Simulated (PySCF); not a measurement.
Functional dependence of a UV spectrum

C2H5B2F2N.
SMILES with atom numbers: `[BH3-:1][N+:2]#[C:3][CH2:4][B:5]([F:6])[F:7]` (hydrogens: H8, H9, H10 on B1; H11, H12 on C4)

Geometry (PBE0-D3(BJ)/def2-SVP, Å), atoms numbered from 1 in this order:
```xyz
12
C2H5B2F2N angstrom
B      2.5584    0.6506    0.1542
N      1.1358    0.0858    0.1857
C      0.0720   -0.3529    0.2055
C     -1.2607   -0.9086    0.2044
B     -2.4260    0.1498    0.0422
F     -3.6312   -0.2754   -0.2546
F     -2.2346    1.4310    0.2199
H      3.1106    0.2141    1.1553
H      2.4418    1.8679    0.1629
H      3.0545    0.2262   -0.8814
H     -1.3467   -1.6681   -0.5908
H     -1.4326   -1.4484    1.1542
```

Linear-response calculations in the def2-SVPD basis (PySCF; singlets by full response, triplets Tamm–Dancoff, core orbitals frozen in the response; HF means time-dependent Hartree–Fock). 'Strongest' is the level of largest summed f among the singlets computed (10 roots, of which the last may lack a degenerate partner); it can jump between rows when another state enters that window. S1 is the lowest singlet of each run and needn't be the same state throughout; f(S1) is that of one state. Isolated species at its PBE0-D3(BJ)/def2-SVP geometry (one conformer only).

```json
{"functional": "LDA", "kind": "LDA", "S1 (eV)": "4.20", "f(S1)": "0.002", "strongest (eV)": "6.10", "T1 (eV)": "4.15", "HOMO (eV)": "-6.58", "gap (eV)": "4.17", "ionisation energy, ΔSCF (eV)": "9.92"}
{"functional": "PBE", "kind": "GGA", "S1 (eV)": "4.39", "f(S1)": "0.002", "strongest (eV)": "6.14", "T1 (eV)": "4.31", "HOMO (eV)": "-6.51", "gap (eV)": "4.37", "ionisation energy, ΔSCF (eV)": "9.82"}
{"functional": "B3LYP", "kind": "global hybrid, 20% exact exchange", "S1 (eV)": "5.35", "f(S1)": "0.001", "strongest (eV)": "6.66", "T1 (eV)": "4.90", "HOMO (eV)": "-7.55", "gap (eV)": "6.14", "ionisation energy, ΔSCF (eV)": "10.05"}
{"functional": "PBE0", "kind": "global hybrid, 25% exact exchange", "S1 (eV)": "5.52", "f(S1)": "0.000", "strongest (eV)": "6.83", "T1 (eV)": "4.96", "HOMO (eV)": "-7.72", "gap (eV)": "6.59", "ionisation energy, ΔSCF (eV)": "10.01"}
{"functional": "BHandHLYP", "kind": "global hybrid, 50% exact exchange", "S1 (eV)": "6.17", "f(S1)": "0.001", "strongest (eV)": "7.61", "T1 (eV)": "5.37", "HOMO (eV)": "-8.92", "gap (eV)": "8.65", "ionisation energy, ΔSCF (eV)": "10.09"}
{"functional": "CAM-B3LYP", "kind": "range-separated hybrid", "S1 (eV)": "5.92", "f(S1)": "0.001", "strongest (eV)": "7.29", "T1 (eV)": "5.27", "HOMO (eV)": "-9.10", "gap (eV)": "8.98", "ionisation energy, ΔSCF (eV)": "10.14"}
{"functional": "wB97X-D", "kind": "range-separated hybrid", "S1 (eV)": "5.90", "f(S1)": "0.001", "strongest (eV)": "7.08", "T1 (eV)": "5.30", "HOMO (eV)": "-9.57", "gap (eV)": "10.33", "ionisation energy, ΔSCF (eV)": "10.09"}
{"functional": "HF", "kind": "Hartree–Fock", "S1 (eV)": "6.66", "f(S1)": "0.000", "strongest (eV)": "9.13", "T1 (eV)": "5.30", "HOMO (eV)": "-10.79", "gap (eV)": "11.99", "ionisation energy, ΔSCF (eV)": "not settled"}
```

Task: What does LC-wPBE (range-separated hybrid) give?

Result: S1 (eV) 6.35, f(S1) 0.001, strongest (eV) 7.70, T1 (eV) 5.48, HOMO (eV) -10.43, gap (eV) 11.44, ionisation energy, ΔSCF (eV) 10.21. S1 runs from 4.20 eV (LDA) to 6.66 eV (HF), a spread of 2.46 eV, while the orbital gap spreads over 7.8 eV. Along PBE (0%), B3LYP (20%), PBE0 (25%), BHandHLYP (50%), HF (100%) S1 rises with the share of exact exchange. −ε(HOMO) comes closest to its own ΔSCF ionisation energy with LC-wPBE (+0.22 eV) and misses most with LDA (-3.34 eV). 'Not settled' means that the ion's SCF failed to converge or may have ended in another state than the lowest.
